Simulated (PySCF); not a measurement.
C2H3O2 (SMILES CO[C-]=O), charge -1, singlet, at a GFN2-xTB geometry (in this run its highest filled SCF level lies above zero, so its values depend strongly on the basis, on diffuse functions most of all). Base run: PySCF with PBE0/6-31G.

PySCF was given this input:
```python
from pyscf import gto, scf, dft, solvent

mol = gto.M(
    atom='''
C    -1.15412904   -0.13368505   -0.00475851
O    -0.72670803   -1.11946687    0.60148897
O     0.00963198    0.80173294   -0.46742437
C     1.28691312    0.41218812   -0.14832584
H     1.79443639    1.15884469    0.49102832
H     1.24026991   -0.54555805    0.40753573
H     1.90519756    0.25756633   -1.05257476
''',
    basis='6-31g',
    charge=-1,
    verbose=4,
)

mf = dft.RKS(mol)
mf.xc = 'pbe0'
mf.kernel()
mf.analyze()
```

Base: HOMO-LUMO gap (eV) 6.29.

A changed run: ΔE vs base (kcal/mol) -30.62; HOMO-LUMO gap (eV) 6.31.

Task: Name the change that produced these shifts.
(A) model = IEF-PCM; solvent = water
(B) model = IEF-PCM; solvent = acetonitrile
(C) model = IEF-PCM; solvent = n-hexane
(D) model = IEF-PCM; solvent = dichloromethane

Result: C, model = IEF-PCM; solvent = n-hexane

The base is the gas phase, so ΔE is the electrostatic part of solvation at a fixed geometry, without cavity and dispersion terms.

The gas-phase anion may not be bound at this level, which the solvent then changes.
